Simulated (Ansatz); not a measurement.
## A rate constant, worked out

An elementary step of GeNH$_{5}$, closed shell (GeNH₅ ([NH3][GeH2]) → GeNH₃ ([NH2][GeH]) + H₂; Ge–H, H–N broken or loosened, Ge–N, H–H formed or tightened). The start structure is the reactant molecule, and the electronic barrier above it is 1.603 eV by CCSD(T) at an estimated basis limit (MP2 extrapolated from triple and quadruple zeta, plus CCSD(T) − MP2 in triple zeta). Program: Ansatz 0.2.0. Basis: def2-TZVPP and def2-QZVPP. Cores are frozen in the correlated methods. Filled d shells of the heavier atoms are correlated. The def2 sets are not built for correlating such inner shells, so the correlated values are less sure here. Extrapolation: Hartree–Fock as exp(−7.88 √X), correlation as X^−2.97. Harmonic wavenumbers at PBE0-D4/def2-TZVP (Ansatz 0.2.0), in cm⁻¹:

Start: 135, 340, 489, 497, 766, 777, 907, 1192, 1652, 1656, 1878, 1884, 3506, 3627, 3634.

Saddle: 1308i, 397, 505, 604, 627, 780, 880, 896, 1265, 1532, 1736, 1925, 1966, 3570, 3682.

(1) Work out the transition-state-theory rate constant at 700 K from these numbers alone (harmonic vibrations; rotation, path degeneracy and anharmonicity left out), and the Wigner tunnelling factor. Use 1 cm⁻¹ = 1.2398 × 10⁻⁴ eV and k_B = 8.617 × 10⁻⁵ eV/K.

No T1 diagnostic of these runs exceeds 0.015.

Answers

(1) Zero-point energies, half the sums: start 22940/2 cm⁻¹ = 1.4221 eV; saddle, real modes only, 20365/2 cm⁻¹ = 1.2625 eV.
Barrier with zero-point energy: 1.603 + 1.2625 − 1.4221 = 1.4434 eV.
k_BT = 0.06032 eV, so the barrier is 23.93 k_BT.
Vibrational partition functions from the zero-point level, ln q = −Σ ln(1 − exp(−hν/k_BT)): start 3.836, saddle 2.449.
k = (k_BT/h) exp(ln q‡ − ln q) exp(−E0/k_BT), with log₁₀(k_BT/h in s⁻¹) = 13.16: log₁₀ k = 13.16 + (-1.387 − 23.93)/2.3026 = 2.17, so k ≈ 1 × 10^(2) s⁻¹.
Wigner factor: 1 + (hν‡/k_BT)²/24 = 1 + (2.69)²/24 = 1.30. A change of 1 kcal/mol (0.043 eV) in the barrier would change k by a factor of 2.1 at this temperature.

Labels in which every atom is bracketed show which atoms are joined, not bond orders.

For scale, one of the runs: CCSD(T)/def2-TZVPP, 149 basis functions, launched by `ansatz run in.yaml --threads 2 --pin off --events-out ev --progress --plain --max-ram 4352MiB`. Hardware: 2 CPU threads of an Arm Neoverse V1, shared host. Wall time 21 s; peak host memory 0.95 GiB.
